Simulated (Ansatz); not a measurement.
Program: Ansatz. Geometries: PBE0-D4/def2-TZVP. ΔE: electronic, gas phase. CBS: MP2 limit from def2 TZ/QZ plus the TZ coupled-cluster correction, frozen cores. DFT in def2-TZVPP. Each species was taken in one conformer, which may not be the lowest.

Consider the ligand exchange at a B–N bond: `CN(C)BO` + `NCS` → `OBNCS` + dimethylamine.

```json
{"level": "ωB97X-V", "ΔE (kJ/mol)": "4.9"}
{"level": "PBE", "ΔE (kJ/mol)": "3.1"}
```

Q: What does CCSD(T)/CBS give? (An estimate is asked.)

A: The calculation gave: +7.7 kJ/mol. The listed levels differ from it by -2.8, -4.6 kJ/mol.

Largest T1 diagnostic among the species: 0.012.

CCSD(T)/CBS has its own doubt, a few kJ/mol and more with outer-core shells, so smaller differences from it don't rank the levels.
